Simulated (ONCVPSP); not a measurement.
Building the ONCV potential for Ru (PBE, scalar-relativistic).

| Item | Value |
| --- | --- |
| Element | Ru |
| Generator | ONCVPSP 4.0.1 |
| Type | optimised norm-conserving Vanderbilt (ONCV) |
| Functional | PBE |
| Relativity | scalar-relativistic |
| Frozen core | [Kr] |
| Valence charge | 8 |
| Reference configuration | 4d7 5s0.5 (charge +0.5) |
| Partial waves | 5s: rc 2.65 bohr, ncon 5, nbas 8, qcut 2.4 1/bohr, 1 projector; p scattering state at 0.07 Ha: rc 2.55 bohr, ncon 4, nbas 9, qcut 3.8 1/bohr, 3 projectors, debl 0.7 Ha; 4d: rc 1.45 bohr, ncon 4, nbas 8, qcut 5.7 1/bohr, 1 projector |
| Local potential | polynomial inside 1.05 bohr (lpopt 1, dvloc0 0 Ha) |
| Core correction | Teter function, fcfact 3.25, rcfact 1.25 |

In the p channel the program set the typed energies aside and used 0.050, 0.750, 1.450 Ha.

All-electron outer shells of the reference configuration (PBE, scalar-relativistic, ld1.x):

| shell | level (eV) | outermost node (bohr) | outermost maximum (bohr) |
| --- | --- | --- | --- |
| 4p | -49.97 | 0.49 | 0.98 |
| 4d | -8.72 | 0.48 | 1.21 |
| 5s | -7.26 | 1.23 | 2.66 |

Calculated quality:

- Cutoffs needed: 67 Ha and 109 Ha (the cutoffs (Ha) at which the residual kinetic energy of the hardest occupied pseudo-wave falls to 1 and 0.1 mHa per electron)
- Ghost test: ghosts flagged at negative energy: s at -184.9 eV, p at -47.4 eV; GHOST(+) flagged for p at 390.9 eV; a true bound ghost makes a file unfit for plane-wave use
- Configuration tests: 2 of 4 tests not solved or not reliable
- rms error of d²Exc/dni dnj: 6.33 mHa without and 3.30 mHa with the model core

Generation and tests took about 4.2 s on one core of a shared server CPU.
